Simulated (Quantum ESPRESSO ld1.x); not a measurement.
Species: the lutetium ion Lu+. Configuration: [Xe] 4f14 6s2. All-electron calculation, Dirac Kohn-Sham, LDA (Slater exchange, Hedin-Lundqvist correlation), spin-unpolarised, spherical densities, point nucleus. Program: ld1.x of Quantum ESPRESSO 7.5.

X-ray form factor f0, the Fourier transform of the density (f0(0) = 70):

sin(theta)/lambda (1/angstrom),f0 (electrons)
0.05,69.014
0.1,66.513
0.15,63.328
0.2,59.958
0.25,56.560
0.3,53.195
0.4,46.848
0.5,41.327
0.6,36.664
0.8,29.326
1,23.997
1.25,19.547
1.5,16.779
2,13.262
